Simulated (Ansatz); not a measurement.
CH8B2SSi can be A, `CB([SiH3])BS`, or B, `BSCB[SiH3]`.

Isolated molecules relaxed with PBE0-D4/def2-TZVP in Ansatz; ΔE leaves out vibrations. CCSD(T)/CBS adds triple-zeta CCSD(T) − MP2 to the extrapolated MP2 energy (def2 sets, frozen cores). Functionals use def2-TZVPP. B3LYP here is the variant with VWN-RPA as its local correlation; programs differ in this. Each species was taken in one conformer, which may not be the lowest.

(1) Which is lower in electronic energy at CCSD(T)/CBS, and by how much? (Estimate.)

(2) Give E(B) − E(A) in kcal/mol with B3LYP, HF/def2-TZVPP, B2PLYP, CCSD(T)/def2-TZVPP, B3LYP-D4, PBE0-D4, MP2/def2-TZVPP. (Estimate.)

Largest T1 diagnostic: 0.014.

Results:

(1) Computed: A, by 12.1 kcal/mol.

(2) Ansatz gave: B3LYP 13.3, HF/def2-TZVPP 11.3, B2PLYP 12.5, CCSD(T)/def2-TZVPP 12.5, B3LYP-D4 13.0, PBE0-D4 14.0, MP2/def2-TZVPP 11.6. None reverses the order clearly.
